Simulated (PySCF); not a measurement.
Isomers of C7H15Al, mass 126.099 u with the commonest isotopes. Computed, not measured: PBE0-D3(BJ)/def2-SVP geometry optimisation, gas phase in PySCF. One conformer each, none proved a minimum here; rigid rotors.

Task: Order these by rotational constant C, largest first.
A. `[CH3:1][CH:2]([CH3:3])[C@H:4]1[CH2:5][CH2:6][CH2:7][AlH:8]1` with C1–C2–C4–C5 57°, C2–C4–C5–C6 168°, C4–C5–C6–C7 -52°, C5–C6–C7–Al8 36°, C6–C7–Al8–C4 -13°
B. `[CH3:1][CH2:2][CH2:3][C@H:4]1[CH2:5][CH2:6][AlH:7][CH2:8]1` with C1–C2–C3–C4 -178°, C2–C3–C4–C5 174°, C3–C4–C5–C6 179°, C4–C5–C6–Al7 -36°, C5–C6–Al7–C8 12°, C6–Al7–C8–C4 13°
C. `[CH3:1][CH2:2][CH2:3][C@@H:4]1[CH2:5][CH2:6][CH2:7][AlH:8]1` with C1–C2–C3–C4 179°, C2–C3–C4–C5 -178°, C3–C4–C5–C6 -171°, C4–C5–C6–C7 53°, C5–C6–C7–Al8 -35°, C6–C7–Al8–C4 11°

Result: A (856.5 MHz), C (712.9 MHz), B (684.1 MHz).

Task: Order these by rotational constant B, largest first.
A. `[CH3:1][CH2:2][CH2:3][C@@H:4]1[CH2:5][CH2:6][CH2:7][AlH:8]1` with C1–C2–C3–C4 179°, C2–C3–C4–C5 -178°, C3–C4–C5–C6 -171°, C4–C5–C6–C7 53°, C5–C6–C7–Al8 -35°, C6–C7–Al8–C4 11°
B. `[CH3:1][CH:2]([CH3:3])[C@H:4]1[CH2:5][CH2:6][CH2:7][AlH:8]1` with C1–C2–C4–C5 57°, C2–C4–C5–C6 168°, C4–C5–C6–C7 -52°, C5–C6–C7–Al8 36°, C6–C7–Al8–C4 -13°
C. `[CH3:1][CH2:2][CH2:3][C@H:4]1[CH2:5][CH2:6][AlH:7][CH2:8]1` with C1–C2–C3–C4 -178°, C2–C3–C4–C5 174°, C3–C4–C5–C6 179°, C4–C5–C6–Al7 -36°, C5–C6–Al7–C8 12°, C6–Al7–C8–C4 13°

Result: B (1134 MHz), A (831.0 MHz), C (778.8 MHz).

Task: Order these by radius of gyration √(Σ m r²/M), largest first.
A. `[CH3:1][CH:2]([CH3:3])[C@H:4]1[CH2:5][CH2:6][CH2:7][AlH:8]1` with C1–C2–C4–C5 57°, C2–C4–C5–C6 168°, C4–C5–C6–C7 -52°, C5–C6–C7–Al8 36°, C6–C7–Al8–C4 -13°
B. `[CH3:1][CH2:2][CH2:3][C@@H:4]1[CH2:5][CH2:6][CH2:7][AlH:8]1` with C1–C2–C3–C4 179°, C2–C3–C4–C5 -178°, C3–C4–C5–C6 -171°, C4–C5–C6–C7 53°, C5–C6–C7–Al8 -35°, C6–C7–Al8–C4 11°
C. `[CH3:1][CH2:2][CH2:3][C@H:4]1[CH2:5][CH2:6][AlH:7][CH2:8]1` with C1–C2–C3–C4 -178°, C2–C3–C4–C5 174°, C3–C4–C5–C6 179°, C4–C5–C6–Al7 -36°, C5–C6–Al7–C8 12°, C6–Al7–C8–C4 13°

Result: C (2.448 Å), B (2.401 Å), A (2.193 Å).

```csv
SMILES,point group,Ia (u·Å²),Ib (u·Å²),Ic (u·Å²),κ,μa (D),μb (D),μc (D)
CCC[C@@H]1CC[CH2][AlH]1,C1,136.90,608.18,708.92,-0.92,0.06,0.13,0.08
CCC[C@H]1C[CH2][AlH][CH2]1,C1,123.41,648.90,738.76,-0.94,0.04,0.05,0.06
CC(C)[C@H]1CC[CH2][AlH]1,C1,177.78,445.50,590.03,-0.72,0.04,0.18,0.01
```
